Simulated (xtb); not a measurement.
F₆Se, septet, geometry from GFN2-xTB of the parent state (a higher spin typed on purpose: for a closed-shell molecule this is an excited state); GFN2-xTB (xtb).

The xtb input:
```
$ xtb mol.xyz --gfn 2 --chrg 0 --uhf 6 --json

# file mol.xyz
7

F      1.10914278    -1.83390655    -0.26079841
Se     0.02452152    -0.00240968    -0.04108596
F      1.47453512     1.55844914    -0.24167999
F     -1.20518541    -1.08465898     0.44499506
F     -1.22685075     0.14212501    -1.77089370
F      0.70282702    -0.08429687     1.52509206
F     -0.94710561     1.31139148     0.45849858
```

**Question.** What does xtb print? Leave out banner, timings and long lists.

**Answer.** 
```
   ID    Z sym.   atoms
    1    9 F      1, 3-7
    2   34 Se     2

           -------------------------------------------------
          |                Calculation Setup                |
           -------------------------------------------------

molecular fragmentation (1/2 indicates fragments):
1111112
# atoms in fragment 1/2:     6     1
 fragment masses (1/2) :      173.95       19.00
CMA distance (Bohr)    :   3.526
constraining FC (au)   :  0.0500

           -------------------------------------------------
          |                 G F N 2 - x T B                 |
           -------------------------------------------------

          ...................................................
          :                      SETUP                      :
          :.................................................:
          :  # basis functions                  34          :
          :  # atomic orbitals                  33          :
          :  # shells                           15          :
          :  # electrons                        48          :
          :  max. iterations                   250          :
          :  Hamiltonian                  GFN2-xTB          :
          :  restarted?                      false          :
          :  GBSA solvation                  false          :
          :  PC potential                    false          :
          :  electronic temp.          300.0000000     K    :
          :  accuracy                    1.0000000          :
          :  -> integral cutoff          0.2500000E+02      :
          :  -> integral neglect         0.1000000E-07      :
          :  -> SCF convergence          0.1000000E-05 Eh   :
          :  -> wf. convergence          0.1000000E-03 e    :
          :  Broyden damping             0.4000000          :
          :  net charge                          0          :
          :  unpaired electrons                  6          :
          ...................................................

 iter      E             dE          RMSdq      gap      omega  full diag
   1    -30.6637361 -0.306637E+02  0.850E+00    2.83       0.0  T
   2    -29.9116558  0.752080E+00  0.890E+00    3.18       1.0  T
   3    -30.4992130 -0.587557E+00  0.693E+00    2.71       1.0  T
   4    -30.5402053 -0.409923E-01  0.437E+00    2.85       1.0  T
   5    -30.5386237  0.158160E-02  0.408E+00    3.01       1.0  T
   6    -30.5103082  0.283155E-01  0.419E+00    2.95       1.0  T
[...]
         :: total energy             -30.753277456644 Eh    ::
[...]
     1   9 F        0.624     0.016     9.256     3.590
     2  34 Se       4.222    -0.033   236.844    26.816
     3   9 F        0.624     0.016     9.256     3.590
     4   9 F        0.783    -0.005     9.407     3.623
     5   9 F        0.624     0.016     9.256     3.590
     6   9 F        0.783    -0.005     9.407     3.623
     7   9 F        0.783    -0.005     9.407     3.623

 Mol. C6AA /au·bohr⁶  :       1099.692192
 Mol. C8AA /au·bohr⁸  :      40985.705095
 Mol. α(0) /au        :         48.453739

Wiberg/Mayer (AO) data.
largest (>0.10) Wiberg bond orders for each atom

 ---------------------------------------------------------------------------
     #   Z sym  total        # sym  WBO       # sym  WBO       # sym  WBO
 ---------------------------------------------------------------------------
     1   9 F    0.783 --     2 Se   0.396     4 F    0.111     6 F    0.111
     2  34 Se   3.759 --     4 F    0.858     7 F    0.858     6 F    0.858
                             5 F    0.396     3 F    0.396     1 F    0.396
     3   9 F    0.783 --     2 Se   0.396     7 F    0.111     6 F    0.111
     4   9 F    1.272 --     2 Se   0.858     1 F    0.111     5 F    0.111
     5   9 F    0.783 --     2 Se   0.396     7 F    0.111     4 F    0.111
     6   9 F    1.272 --     2 Se   0.858     1 F    0.111     3 F    0.111
     7   9 F    1.272 --     2 Se   0.858     3 F    0.111     5 F    0.111
 ---------------------------------------------------------------------------

Topologies differ in total number of bonds
Writing topology from bond orders to xtbtopo.mol

molecular dipole:
                 x           y           z       tot (Debye)
 q only:        0.054      -0.005      -0.091
   full:       -0.522       0.051       0.875       2.592
molecular quadrupole (traceless):
                xx          xy          yy          xz          yz          zz
 q only:        0.021       0.008       0.098       0.130      -0.013      -0.119
  q+dip:       -0.001      -0.000      -0.005      -0.007       0.001       0.006
   full:       -0.161      -0.058      -0.745      -0.988       0.097       0.905

           -------------------------------------------------
          | TOTAL ENERGY              -30.753277456644 Eh   |
          | GRADIENT NORM               0.504061997157 Eh/α |
          | HOMO-LUMO GAP               2.998848171804 eV   |
           -------------------------------------------------

normal termination of xtb
```
